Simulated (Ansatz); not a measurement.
Basis sets compared for Si(vinyl)3(NEt2) (C₁₀H₁₉NSi). Total charge 0; singlet. Geometry r2SCAN-D4/def2-SVP. Ansatz on 2 threads of AMD EPYC 7R13 on a shared host and a share (18 GiB) of an NVIDIA H100 80GB HBM3; times are rough, and most runs start from earlier orbitals.

```tsv
atom	x (Å)	y (Å)	z (Å)
Si1	-0.726	0.341	-0.516
C2	-0.490	0.270	-2.374
C3	-1.396	-0.236	-3.226
H4	0.418	0.718	-2.806
H5	-2.332	-0.687	-2.873
H6	-1.247	-0.227	-4.313
C7	-2.289	-0.580	-0.039
C8	-3.239	-0.092	0.777
H9	-2.415	-1.610	-0.407
H10	-3.173	0.920	1.195
H11	-4.118	-0.678	1.074
C12	-0.910	2.137	0.009
C13	0.052	2.810	0.661
H14	-1.826	2.683	-0.262
H15	0.989	2.317	0.953
H16	-0.049	3.869	0.934
N17	0.667	-0.378	0.248
C18	0.678	-0.560	1.695
C19	0.396	-1.994	2.139
C20	1.866	-0.806	-0.457
C21	2.974	0.246	-0.480
H22	-0.076	0.111	2.143
H23	1.651	-0.225	2.109
H24	-0.606	-2.309	1.807
H25	1.130	-2.700	1.718
H26	0.441	-2.083	3.237
H27	2.250	-1.737	0.003
H28	1.600	-1.081	-1.493
H29	2.640	1.152	-1.012
H30	3.262	0.546	0.541
H31	3.878	-0.135	-0.984
```

Single mean-field runs in def2-TZVP are fitted with def2-universal-jkfit.

Binding counts from free atoms (Si triplet, C triplet, H doublet, N quartet) in the same basis, without a counterpoise term.

```json
{"level": "PBE-D4/def2-SVP", "functions": "267", "energy (Eh)": "-735.5543", "HOMO (eV)": "-4.66", "LUMO (eV)": "-1.48", "binding per atom (eV)": "4.37", "wall time": "2.8 s"}
{"level": "PBE0-D4/def2-SVP", "functions": "267", "energy (Eh)": "-735.6538", "HOMO (eV)": "-5.97", "LUMO (eV)": "-0.51", "binding per atom (eV)": "4.31", "wall time": "5 s"}
```

(1) Estimate the rows for PBE-D4/def2-TZVP (with forces), PBE0-D4/def2-TZVP.

Results:

(1) 
| level | functions | energy (Eh) | HOMO (eV) | LUMO (eV) | binding per atom (eV) | wall time |
| --- | --- | --- | --- | --- | --- | --- |
| PBE-D4/def2-TZVP (with forces) | 492 | -736.1460 | -4.79 | -1.66 | 4.34 | 3.5 s |
| PBE0-D4/def2-TZVP | 492 | -736.2336 | -6.05 | -0.68 | 4.27 | 3.9 s |
